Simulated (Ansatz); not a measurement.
Ansatz (an electronic-structure program) input (PBE/LANL2DZ): The .json file is the Basis Set Exchange's LANL2DZ.

Ansatz 0.2 input:
```yaml
crystal:
  periodic: [false, false, false]
  atoms:
    - {symbol: C, position_ang: [1.61618500, -0.90420600, 0.34992800]}
    - {symbol: Ge, position_ang: [0.04843500, 0.11138800, -0.32604400]}
    - {symbol: C, position_ang: [-1.59926400, -0.98504300, -0.15535900]}
    - {symbol: N, position_ang: [-0.18030300, 1.49484800, 0.90823300]}
    - {symbol: H, position_ang: [1.40030400, -1.24467200, 1.36472300]}
    - {symbol: H, position_ang: [2.50602200, -0.27567300, 0.36644200]}
    - {symbol: H, position_ang: [1.80941200, -1.76726600, -0.28631900]}
    - {symbol: H, position_ang: [-1.54559800, -1.85161100, -0.81353700]}
    - {symbol: H, position_ang: [-1.68841100, -1.32232300, 0.87935100]}
    - {symbol: H, position_ang: [-2.48102600, -0.40104800, -0.41724000]}
    - {symbol: H, position_ang: [-1.00701000, 2.06444800, 0.77987300]}
    - {symbol: H, position_ang: [0.61697600, 2.10527500, 1.03507200]}
basis:
  gaussian:
    orbitals: LANL2DZ.json
hamiltonian:
  xc: {name: PBE}
magnetization: {spin_polarized: true, initial_magnetization: 1}
output: {forces: true}
```

Output:

```
Functional definition: PBE
integrals: 0.02 GiB planned
652 factors; integrals over basis functions are off by at most 6.3e-4 eV
mean field: 0.14 GiB planned
mean field evaluation 1: about -3772.3179 eV, gradient 6.2e1 eV
mean field evaluation 2: about -3724.4409 eV, gradient 1.0e2 eV
mean field evaluation 4: about -3791.4807 eV, gradient 6.4e0 eV
mean field evaluation 8: about -3791.6354 eV, gradient 1.8e-1 eV
mean field evaluation 16: about -3791.6356 eV, gradient 3.9e-5 eV
mean field -3791.63557081 eV, -139.3400371644 hartree, gradient 2.9e-5 eV, S^2 0.750993; 0 other end points of the search recorded, 0 dependent functions left out
the calculation of the forces begins
reference -3791.63560331 eV, -139.3400383588 hartree; 16, 15 occupied and 35, 36 virtual orbitals, 652 factors
Total energy: -3791.63560331 eV, -139.3400383588 hartree
Atom 0 at     1.616185    -0.904206     0.349928 Å, force    -0.268183     0.138237    -0.061631 eV/Å
Atom 1 at     0.048435     0.111388    -0.326044 Å, force     0.046664    -0.106880    -0.279856 eV/Å
Atom 2 at    -1.599264    -0.985043    -0.155359 Å, force     0.267047     0.151693     0.022477 eV/Å
Atom 3 at    -0.180303     1.494848     0.908233 Å, force     0.062687    -0.312844    -0.348868 eV/Å
Atom 4 at     1.400304    -1.244672     1.364723 Å, force    -0.076201    -0.142522     0.427228 eV/Å
Atom 5 at     2.506022    -0.275673     0.366442 Å, force     0.417763     0.260082     0.010565 eV/Å
Atom 6 at     1.809412    -1.767266    -0.286319 Å, force     0.114483    -0.380479    -0.277242 eV/Å
Atom 7 at    -1.545598    -1.851611    -0.813537 Å, force    -0.005188    -0.383487    -0.296048 eV/Å
Atom 8 at    -1.688411    -1.322323     0.879351 Å, force    -0.051530    -0.141901     0.431105 eV/Å
Atom 9 at    -2.481026    -0.401048    -0.417240 Å, force    -0.413117     0.239193    -0.120002 eV/Å
Atom 10 at    -1.007010     2.064448     0.779873 Å, force    -0.759839     0.321538     0.134151 eV/Å
Atom 11 at     0.616976     2.105275     1.035072 Å, force     0.665414     0.357369     0.358120 eV/Å
Dipole moment:     0.003781     0.155898    -0.049000 e Å
```

The geometry given is a B3LYP-D3(BJ)/def2-TZVP minimum.
